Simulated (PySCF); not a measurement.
Unknown compound

Molecular formula: C7H5FO. Simulated spectra:

¹H NMR (400 MHz, computed): δ 10.68 (m, 1H), 8.46 (m, 1H), 7.88 (m, 1H), 7.58 (m, 1H), 7.48 (m, 1H).

¹³C{¹H} NMR (computed): δ 190.4 (CH), 176.0 (C), 142.2 (CH), 135.5 (CH), 129.7 (CH), 128.7 (C), 122.1 (CH).

How the numbers were obtained: structure optimised with GFN2-xTB, NMR shieldings at PBE0/pcSseg-1/GIAO, in PySCF 2.14 (single conformer, no solvent model, relativity neglected).

Chemical shifts δ = σref − σ; ¹H (σref 31.72), ¹³C (σref 186.93) vs TMS, all at this level.

Choose the structure that fits.
A. O=C(F)c1ccccc1
B. C#C/C=C(/C)C(F)=C=O
C. O=Cc1ccccc1F

Results:

C. 

1. The formula gives 5 degrees of unsaturation (1 ring in the answer).
2. 7 carbon signals for 7 carbons: no two carbons are equivalent.
3. Carbon types of the structure: 2 × C, 5 × CH, which accounts for all hydrogens.
4. δC 190.4: aldehyde carbonyl carbon; the double bond to the heteroatom, with no lone-pair donor beside it, deshields it most.
5. δC 176.0: aromatic carbon bearing fluorine; an ipso carbon deshielded by its heteroatom.
6. δC 142.2, 135.5, 129.7, 122.1: aromatic CH.
7. δC 128.7: substituted aromatic carbon.
8. δH 10.68: hydrogen on an aldehyde carbonyl carbon; the C=O anisotropy and electron withdrawal place aldehyde protons far downfield.

The others: O=C(F)c1ccccc1 would give 5 carbon signals, not 7; C#C/C=C(/C)C(F)=C=O would give 3 signals for carbon-bound and other non-exchanging H, not 5.

Splittings by ¹⁹F in the carbon and heteronuclear signals aren't shown, as no couplings were computed. Shifts are as computed. Against solution values, carbons near 30 ppm lie about +3 ppm off and those near 130 ppm about +5 ppm. Of 1211 compounds with measured shifts, 218 miss one by over three times the rms of a fit or turn the order of signals round; such compounds aren't used in these exercises. No couplings were computed; multiplicities are counted from neighbouring protons, with m where these are inequivalent, close in shift, in a saturated or five-membered ring or joined by F or P, and br s for small geminal =CH2 splittings.
